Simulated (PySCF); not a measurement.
Compound: C₆H₁₆N₂Si.
Atom-mapped SMILES: `[CH3:1][C@H:2]1[CH2:3][CH2:4][NH:5][N:6]1[SiH:7]([CH3:8])[CH3:9]`

Definitions: NICS(0) = −σiso at the ring centroid; NICS(1) = −σiso and NICS(1)zz = −σzz at ±1 Å along the ring normal z. Level: GIAO PBE0/pcSseg-1 (PySCF, non-relativistic, gas phase) on the GFN2-xTB geometry, one conformer.

Ring bond lengths (Å), with Mayer bond orders in brackets: C2–C3 1.545 (0.99), C3–C4 1.541 (1.03), C4–N5 1.455 (0.98), N5–N6 1.420 (1.01), N6–C2 1.460 (0.90).

Q: What do the NICS probes read (ppm)?

A: 
```
          ring                                               type  NICS(0)  NICS(1), two faces  NICS(1)zz, two faces  rms pucker (Å)  centre to ring atoms, mean (Å)
C2–C3–C4–N5–N6  5-membered ring with 2 N; formal bonds all single     -7.4         -4.4 / -3.8           -8.8 / -7.3            0.15                            1.25
```

Q: What do they say, and how far can they be read as aromaticity?

A: 
- C2–C3–C4–N5–N6: mean NICS(1)zz -8.0 ppm, shielded. C2, C3, C4 have four or more neighbours; no verdict on aromaticity is drawn.

Q: What is the mean of the two in-plane components of NICS at the second NICS(1) probe listed for ring C2–C3–C4–N5–N6, 1 Å off the ring?

A: The isotropic value is a third of the trace: (3 × -3.8 − (-7.3))/2 = -2.0 ppm.

Q: How shielded are the nuclei of the rings and their hydrogens (means over atoms taken as equivalent)?

A: 
```
  atoms                   environment  σ isotropic (ppm)  principal values of the symmetric part, first atom (ppm)
     C2  sp3 carbon bound to nitrogen              130.9                                        97.0, 133.6, 162.1
     C3               ring CH2 carbon              145.9                                       112.0, 156.2, 169.5
     C4  sp3 carbon bound to nitrogen              131.7                                        95.9, 130.0, 169.0
     N5            hydrazine nitrogen              162.4                                        98.7, 165.0, 223.6
     N6            hydrazine nitrogen              157.3                                        91.3, 171.2, 209.5
H on C2              methine hydrogen              28.26                                          23.8, 28.4, 32.7
H on C3            methylene hydrogen              29.46                                          25.8, 26.7, 35.9
H on C3            methylene hydrogen              30.44                                          25.1, 29.5, 36.7
H on C4            methylene hydrogen              29.22                                          24.2, 28.0, 35.4
H on C4            methylene hydrogen              28.70                                          24.0, 26.4, 35.7
H on N5                  N–H hydrogen              28.69                                          21.3, 27.0, 37.8
```
